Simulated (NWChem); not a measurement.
System: I2 anion, doublet

```xyz
2

I      0.0000     0.0000    -1.6815
I      0.0000     0.0000     1.6815
```
Atoms are numbered in this order, from 1.

Program: NWChem. Spin-unrestricted. Sets without diffuse functions describe the anion's extra electron poorly. Coordinates come from a B3LYP/def2-SVPD, spin-unrestricted optimisation. No stability test was run on the SCF state. def2 effective core potentials on I; no spin-orbit coupling. Level TPSS/def2-TZVP: single points from the atomic guess with DIIS by default; each run changes one setting, and all converged runs end within 0.3 mHa of each other.

**Question.** Which setting needs the most SCF iterations, or fails (defaults; level shift of 0.5 Ha throughout; no DIIS, 40 % damping; DIIS on 20 Fock matrices; occupation smearing of 0.005 Ha)?

**Answer.** no DIIS, 40 % damping, with 15 against 7 for the defaults.
| setting | SCF iterations |
|---|---|
| defaults | 7 |
| no DIIS, 40 % damping | 15 |
| DIIS on 20 Fock matrices | 7 |
| occupation smearing of 0.005 Ha | 7 |
| level shift of 0.5 Ha throughout | 11 |
